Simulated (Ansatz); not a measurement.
Tuning the range parameter of LC-ωPBE so that −HOMO meets the ionisation energy; basis def2-TZVP, Ansatz. System: VF₃. Charge 0, multiplicity 3. Geometry: r2SCAN-D4/def2-TZVP. The ionised state is a doublet, and HOMO is the level of the spin that leaves.

Geometry of the triplet:

```csv
atom,x (Å),y (Å),z (Å)
V1,-0.051,-0.001,0.044
F2,-0.037,0.902,-1.454
F3,1.455,-0.871,0.232
F4,-1.366,-0.029,1.178
```

| ω (1/bohr) | HOMO (eV) | LUMO (eV) | vertical IE (eV) | HOMO + IE (eV) |
| --- | --- | --- | --- | --- |
| 0.15 | -7.77 | -2.94 | 9.88 | 2.11 |
| 0.2 | -8.50 | -2.42 | 10.03 | 1.53 |
| 0.3 | -9.87 | -1.63 | 10.45 | 0.58 |

Estimate the row for 0.1 bohr⁻¹.


| ω (1/bohr) | HOMO (eV) | LUMO (eV) | vertical IE (eV) | HOMO + IE (eV) |
| --- | --- | --- | --- | --- |
| 0.1 | -7.01 | -3.56 | 9.79 | 2.77 |

Where does the tuning condition hold?

Not within the range that was run.
